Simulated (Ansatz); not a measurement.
`[Cl][SnH2][Br]` + CH₃SH → `C[S][SnH2][Cl]` + HBr at 700 K and 1 bar (ligand exchange at the Sn–Br bond).

Calculated with Ansatz (gas phase, PBE0-D4/def2-TZVP geometries, no zero-point term in ΔE). CBS: MP2 limit from def2 TZ/QZ plus the TZ coupled-cluster correction, frozen cores. This one scheme is used for every species. Elements past krypton have def2 core potentials. For Br, Sn outer-core shells are correlated without core-valence functions, which leaves a few kJ/mol of doubt a bond. Scalar relativity is left out up to krypton. Each species was taken in one conformer, which may not be the lowest.

| species | CCSD(T)/CBS energy (Eh) | H − E (kJ/mol) | S (J/(mol·K)) |
| --- | --- | --- | --- |
| `[Cl][SnH2][Br]` | -3248.40375 | 91.6 | 403.3 |
| CH₃SH | -438.22835 | 160.2 | 309.0 |
| `C[S][SnH2][Cl]` | -1112.69775 | 216.1 | 481.1 |
| HBr | -2573.91920 | 36.5 | 223.7 |

H − E and S are ideal-gas, rigid-rotor, harmonic terms from PBE0-D4/def2-TZVP, for one conformer and one mirror image of each species. 1 Eh = 2625.50 kJ/mol, R = 8.31446 J/(mol·K).

By hand: ΔE, ΔH, ΔS and ΔG.

ΔE = (-1112.69775) + (-2573.91920) − (-3248.40375) − (-438.22835) = 0.01515 Eh = 39.8 kJ/mol. Δ(H − E) = 216.1 + 36.5 − 91.6 − 160.2 = 0.8, so ΔH = 40.6 kJ/mol. ΔS = 481.1 + 223.7 − 403.3 − 309.0 = -7.5 J/(mol·K). ΔG = 40.6 − 700 × (-7.5)/1000 = 45.9 kJ/mol.

By hand: the equilibrium constant, and the temperature at which ΔG would vanish if ΔH and ΔS stayed fixed.

log₁₀ K = −ΔG/(RT ln 10) = -3.4. ΔH and −TΔS have one sign here, so there is no such temperature.

The number of gas molecules stays the same, so ΔS is small and ΔH decides. A doubt of 5 kJ/mol in ΔE shifts log₁₀ K by 0.4 here. Other conformers and mirror images would add mixing entropy, several J/(mol·K) or more a flexible species. Modes under 60 cm⁻¹, often nearly free rotors, make the harmonic entropy too high. These are equilibria of isolated gas molecules and say nothing of rates. Largest T1 diagnostic: 0.012 (customary marks: 0.02 for closed shells, 0.045 for open ones).

ΔS is within the doubt of such terms, so its sign, and with it that verdict, could turn.
